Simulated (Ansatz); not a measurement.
Reactions of CH4ClFGeO, SMILES `[OH][GeH]([F])[CH2]Cl`.

Calculated with Ansatz (gas phase, PBE0-D4/def2-TZVP geometries, no zero-point term in ΔE). CCSD(T)/CBS is the MP2 limit (def2-TZVPP, def2-QZVPP) plus CCSD(T) − MP2 in def2-TZVPP, frozen cores. This one scheme is used for every species. DFT in def2-TZVPP. Elements past krypton have def2 core potentials. For Ge, I, Sn outer-core shells are correlated without core-valence functions, which leaves a few kJ/mol of doubt a bond. Scalar relativity is left out up to krypton. One conformer a species, not always the lowest.

| reaction | r2SCAN-D4 (kJ/mol) | CCSD/CBS(def2) (kJ/mol) | ωB97M-V (kJ/mol) |
| --- | --- | --- | --- |
| `[OH][GeH]([F])[CH2]Cl` + `S[SiH2][SnH3]` → `[OH][GeH]([F])[SH]` + `ClC[SiH2][SnH3]` | -7 | -3 | -7 |
| `[OH][GeH]([F])[CH2]Cl` + `CI` → `ClCCI` + `[OH][GeH2][F]` | 16 | 17 | 18 |
| `[OH][GeH]([F])[CH2]Cl` + HCl → `ClCCl` + `[OH][GeH2][F]` | 57 | 63 | 58 |
| `[OH][GeH]([F])[CH2]Cl` + `[CH3][SnH]([NH2])[F]` → `[NH2][GeH]([OH])[F]` + `[CH3][SnH]([F])[CH2]Cl` | -20 | -20 | -20 |
| `[OH][GeH]([F])[CH2]Cl` + `FC1=CN1` → `[OH][GeH]([F])[F]` + `ClCC1=CN1` | -161 | -169 | -160 |
| `[OH][GeH]([F])[CH2]Cl` + H₂ → `[OH][GeH2][F]` + `CCl` | -32 | -36 | -34 |
| `[OH][GeH]([F])[CH2]Cl` + `CSC` → `[OH][GeH2][CH2]Cl` + `CSCF` | 152 | 157 | 152 |

Question: Give the CCSD(T)/CBS values in the same order. (Estimate.)

Answer: Ansatz gave: -3, 17, 63, -20, -167, -30, 156 kJ/mol.

Largest T1 diagnostic: 0.013, for `FC1=CN1`.
